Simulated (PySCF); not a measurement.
HAlCl₂ (SMILES [Cl][AlH][Cl]), singlet, geometry from GFN2-xTB (such geometries of metal compounds can be far from the true shape); LC-WPBE/6-31G, TDA run with PySCF.

The PySCF input:
```python
from pyscf import gto, scf, dft, tdscf

mol = gto.Mole()
mol.atom = '''
    Al   -0.41006117   -0.46267239    0.16435124
    H    -1.38536588   -1.56310960    0.55525033
    Cl    1.44447255   -0.50908263    0.97140246
    Cl   -1.04940425    0.95483855   -1.12974460
'''
mol.basis = '6-31g'
mol.verbose = 3
mol.build()

mf = dft.RKS(mol)
mf.xc = 'lc_wpbe'
mf.kernel()
td = mf.TDA()
td.nstates = 10
td.kernel()
td.analyze()
```

Output, abridged:

```
converged SCF energy = -1163.08269290082
Excitation energies (eV)
[6.6720018  7.22219854 7.77065701 8.18070506 8.31071329 8.36208443
 8.53828597 8.55500229 8.74706808 9.01199815]

** Singlet excitation energies and oscillator strengths **
Excited State   1:      6.67200 eV    185.83 nm  f=0.0221
Excited State   2:      7.22220 eV    171.67 nm  f=0.0000
Excited State   3:      7.77066 eV    159.55 nm  f=0.0334
Excited State   4:      8.18071 eV    151.56 nm  f=0.0827
Excited State   5:      8.31071 eV    149.19 nm  f=0.0000
Excited State   6:      8.36208 eV    148.27 nm  f=0.0971
Excited State   7:      8.53829 eV    145.21 nm  f=0.1426
Excited State   8:      8.55500 eV    144.93 nm  f=0.0034
Excited State   9:      8.74707 eV    141.74 nm  f=0.0000
Excited State  10:      9.01200 eV    137.58 nm  f=0.1570
```
